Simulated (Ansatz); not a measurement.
CH5BGeO, SMILES `[BH2][GeH]1[CH2][O]1`. The species carries charge 0 and has multiplicity 1. The structure was optimised at the PBE0-D4/def2-TZVP level.

```xyz
9

B     1.048   -0.507   -1.466
Ge    0.608    0.160    0.369
C    -1.263    0.160    0.911
O    -0.815    1.361    0.390
H     0.219   -0.382   -2.313
H     2.072   -1.075   -1.690
H     1.563    0.538    1.501
H    -1.987   -0.391    0.310
H    -1.444    0.135    1.987
```

Task: What is the dipole moment at ωB97M-V/def2-TZVPP? (Estimate.)

Result: The calculation gave: 2.01 D, with components (0.97, -1.76, 0.07) D in this frame, pointing from negative to positive charge.

Task: And with PBE, r2SCAN, B3LYP? (Best estimate.)

Result: Ansatz gave: PBE 1.58 D, r2SCAN 1.66 D, B3LYP 1.86 D.

Task: Give the Mulliken charges with ωB97M-V, r2SCAN, B3LYP in def2-TZVPP. (An estimate is asked.)

Result: Ansatz gave: 
```tsv
atom	ωB97M-V	r2SCAN	B3LYP
B1	-0.14	-0.06	-0.07
Ge2	0.16	0.21	0.18
C3	-0.10	0.04	-0.06
O4	-0.41	-0.41	-0.41
H5	0.11	0.04	0.07
H6	0.10	0.03	0.06
H7	0.05	0.02	0.02
H8	0.11	0.07	0.10
H9	0.12	0.08	0.10
```

B3LYP here is the variant with VWN-RPA as its local correlation; programs differ in this.
